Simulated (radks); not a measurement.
All-electron atom: Sn2+ in [Kr] 4d10 5s2.

Calculated with a radial shooting solver on a logarithmic mesh with Libxc functionals: Dirac Kohn-Sham, PBE, spin-unpolarised, spherical densities, point nucleus.

Energy parts (hartree):
| part | energy |
|---|---|
| total | -6178.23511 |
| kinetic | 6505.79182 |
| electron-nucleus | -14967.01403 |
| Hartree | 2447.77116 |
| exchange-correlation | -164.78407 |

Orbitals (lengths in bohr, moments of r in powers of bohr; <r^-3> diverges for s and p1/2; r(90%) holds 90 % of the orbital's charge):
| orbital | occ. | eigenvalue (hartree) | r(90%) | <1/r> | <r^-3> | <r^4> | small-component weight |
|---|---|---|---|---|---|---|---|
| 1s1/2 | 2 | -1066.202 | 0.0522 | 53.09 | - | 3.406e-06 | 3.37e-02 |
| 2s1/2 | 2 | -161.4565 | 0.194 | 12.31 | - | 0.0005913 | 7.14e-03 |
| 2p1/2 | 2 | -150.8519 | 0.173 | 12.29 | - | 0.0003812 | 7.16e-03 |
| 2p3/2 | 4 | -142.3759 | 0.181 | 11.45 | 4301 | 0.0004481 | 6.83e-03 |
| 3s1/2 | 2 | -31.67773 | 0.499 | 4.352 | - | 0.02646 | 2.06e-03 |
| 3p1/2 | 2 | -27.37099 | 0.497 | 4.260 | - | 0.02568 | 2.01e-03 |
| 3p3/2 | 4 | -25.82321 | 0.512 | 4.053 | 800.6 | 0.02915 | 1.92e-03 |
| 3d3/2 | 4 | -18.21438 | 0.493 | 3.898 | 125.8 | 0.02492 | 1.80e-03 |
| 3d5/2 | 6 | -17.89491 | 0.498 | 3.845 | 117.4 | 0.02594 | 1.78e-03 |
| 4s1/2 | 2 | -5.55972 | 1.19 | 1.706 | - | 0.8572 | 5.56e-04 |
| 4p1/2 | 2 | -4.12826 | 1.27 | 1.589 | - | 1.136 | 4.95e-04 |
| 4p3/2 | 4 | -3.85008 | 1.32 | 1.522 | 143.8 | 1.303 | 4.68e-04 |
| 4d3/2 | 4 | -1.61054 | 1.68 | 1.233 | 15.57 | 3.511 | 3.24e-04 |
| 4d5/2 | 6 | -1.57199 | 1.70 | 1.215 | 14.37 | 3.704 | 3.17e-04 |
| 5s1/2 | 2 | -0.95864 | 3.22 | 0.5826 | - | 46.15 | 8.59e-05 |

The highest occupied level is 5s1/2 at -26.086 eV. For comparison, the ionisation energy in NIST's Atomic Spectra Database is 30.506 eV (measured). In exact Kohn-Sham theory the highest level is minus the ionisation energy, but local and semilocal functionals leave it too shallow, through self-interaction and a potential that decays too fast; potentials with the right tail come closer. The density falls to 0.001 e/bohr^3 at r = 3.69 bohr. Summed over all electrons, <r^2> = 34.44 bohr^2, which gives a Langevin (diamagnetic) susceptibility term of -27.3 x 10^-6 cm^3/mol.
